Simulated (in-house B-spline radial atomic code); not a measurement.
A calculation on the scandium ion Sc⁸⁺: its settings, and results tabulated from the run. Method: non-relativistic B3LYP, spin-polarised, spherical fractional occupations, point nucleus. Calculated with a radial B-spline atomic code at the basis-set limit.

Command:
```bash
python run_scf.py task.json out
```
Settings:
```
Z                21
configuration    [Ne] 3s2 3p1
hamiltonian      nr
method           b3lyp
spin_polarised   True
```

Output (hartree, bohr):
```
 radial grid: 42 intervals, B-splines of order 8, outer radius 7.931 bohr

 iter        energy (Eh)    residual
    1        -730.748935    1.13e+00
    2        -737.487606    2.91e-01
    3        -737.869532    1.10e-01
    4        -737.926472    4.10e-02
    5        -737.935445    1.04e-02
    6        -737.936040    4.70e-05
    7        -737.936040    3.50e-06
    8        -737.936040    5.53e-08

 total energy                      -737.93604
 kinetic                             737.3144
 electron-nucleus                  -1665.7375
 Hartree                             224.6318
 exact exchange                       -6.6737
 exchange-correlation                -27.4710

 orbital      occ     eigenvalue          <r>       <r^2>       <1/r>     <1/r^2>     <1/r^3>       r_max
 1s up      1.000      -168.1398     0.073574  0.00726524     20.5332     849.741           -     0.04837
 1s down    1.000      -168.1188    0.0735668  0.00726372     20.5348     849.852           -     0.04836
 2s up      1.000       -23.7032      0.34314    0.139013     4.28595     75.5015           -      0.2846
 2s down    1.000       -23.6849     0.342972    0.138822     4.28637     75.4878           -      0.2847
 2p up      3.000       -20.6723     0.305301    0.114745     4.21654     24.5209     222.355      0.2318
 2p down    3.000       -20.6442     0.305336    0.114726     4.21504     24.5017     222.103       0.232
 3s up      1.000        -7.1435     0.950455     1.02647     1.48842     13.6417           -       0.868
 3s down    1.000        -7.0205     0.952612     1.03207     1.48571      13.596           -      0.8675
 3p up      1.000        -6.1951     0.969375     1.08107     1.41161     4.34333     36.1985      0.8748
```

Time taken, with all properties: 0.1 s on 1 thread of Arm Neoverse V2, on a shared host.

Caution: exact exchange at fractional occupations of open shells leaves self-interaction of up to several eV.
